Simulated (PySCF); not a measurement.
Working out the excitation energy of N

N [He] 2s2 2p3 (4S) → N [He] 2s1 2p4 (4P). Calculation: PySCF 2.14, in x2c-TZVPPall with one added diffuse shell each of s, p, d type (6s4p3d1f, 40 functions); scalar relativity by spin-free X2C-1e. Frozen: nothing. Energies in hartree (1 hartree = 27.21139 eV):

| part | N (lower) | N (upper) |
| --- | --- | --- |
| UHF | -54.432063 | -54.031312 |
| CCSD correlation | -0.129644 | -0.131196 |
| (T) | -0.002480 | -0.004753 |

Q: What does Hartree-Fock give?

A: (-54.031312) − (-54.432063) = 0.400751 hartree = 10.905 eV.

Q: What do CCSD and CCSD(T) give?

A: The CCSD correlation energies differ by -0.001552 hartree = -0.042 eV and the triples by -0.002273 hartree = -0.062 eV, so CCSD gives 10.863 eV and CCSD(T) 10.801 eV.

Measured between the centres of the two terms (NIST): 10.927 eV, so CCSD(T) (valence and next inner shell) is off by -0.126 eV.

What remains against the reference includes basis incompleteness and higher excitations.
